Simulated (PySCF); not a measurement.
HgBr, SMILES [Br][Hg] (connectivity only; charge and spin as stated), neutral, multiplicity 2. Atoms are numbered in the order given.

```xyz
2

Hg     0.0000     0.0000    -0.7754
Br     0.0000     0.0000     1.7723
```
Charge 0, spin multiplicity 2.

Geometry optimised at r2SCAN-D4/def2-TZVP. The multiplicity is an assumed one; other spin states were not compared. The def2 effective core potentials stand for the cores of Hg; spin–orbit coupling is left out.

Method: B3LYP/def2-TZVPD (PySCF).

The molecule is in vacuum.

Computed frontier levels, dipole moment and polarisability:
| Property | Result |
|---|---|
| α spin, highest occupied and lowest empty level | -6.91 and -1.16 eV |
| β spin, highest occupied and lowest empty level | -7.78 and -4.82 eV |
| dipole moment | 2.62 D |
| mean static polarisability | 62.0 bohr³ (9.18 Å³) |
| polarisability, principal values | 47.8, 47.8, 90.3 bohr³ |
| ⟨S²⟩ | 0.754 (pure state 0.75) |
